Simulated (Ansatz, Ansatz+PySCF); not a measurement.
| atom | x (Å) | y (Å) | z (Å) |
| --- | --- | --- | --- |
| B | 0.0000 | 0.4513 | -0.7817 |
| B | 0.0000 | -0.9026 | 0.0000 |
| B | 0.0000 | 0.4513 | 0.7817 |

Basis set: def2-SVP (spherical functions). Correlated methods keep 3 orbitals frozen. Correlation on ROHF uses semicanonical orbitals with singles. Charge 0, multiplicity 2.

Computed with Ansatz (development build ahead of 0.2.0); each method stands on the lowest determinant of its kind that the runs found.

The atomization energy at this shape (free ground-state atoms in the same class of orbitals less the molecule, no zero-point energy) of doublet B₃:

| method | atomization energy |
| --- | --- |
| ROHF-MP2 | 849.0 kJ/mol |
| UHF-MP2 | 746.9 kJ/mol |
| UHF | 555.1 kJ/mol |

(1) What does ROHF give?

Answers

(1) 495.7 kJ/mol. Caution for ROHF-MP2, ROHF: an unrestricted determinant lies well below. Caution for UHF-MP2, UHF: the unrestricted determinant is a mixture of spin states.
